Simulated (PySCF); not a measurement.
SMILES [Si](F)(I)(F)F (F₃ISi), PBE0/def2-SVP optimised geometry.

```
5

F      1.04    -0.76     0.00
Si    -0.55    -0.76     0.00
F     -1.04    -1.43    -1.36
F     -1.04     0.76     0.00
I     -1.41    -1.93     1.89
```

Density from PBE0/def2-TZVP, def2 effective core potentials past Kr run with PySCF at that geometry. The core electrons that the potentials of I replace are not part of the density.

Minimum of the electron density along straight lines between bonded atoms, close to the bond critical point (lines longer than 1.1 times the sum of covalent radii, or with two minima, are not listed):

```tsv
bond	length / Å	ρ at the minimum / e bohr⁻³	∇²ρ there / e bohr⁻⁵	position (fraction from the first atom)
F1–Si2	1.596	0.143	0.99	0.58
Si2–F3	1.596	0.143	0.99	0.42
Si2–F4	1.596	0.143	0.99	0.42
Si2–I5	2.384	[?]	[?]	0.35
```

### Question
Fill in the missing entries.

### Answer

- Si2–I5, ρ at the minimum / e bohr⁻³: 0.094
- Si2–I5, ∇²ρ there / e bohr⁻⁵: -0.07
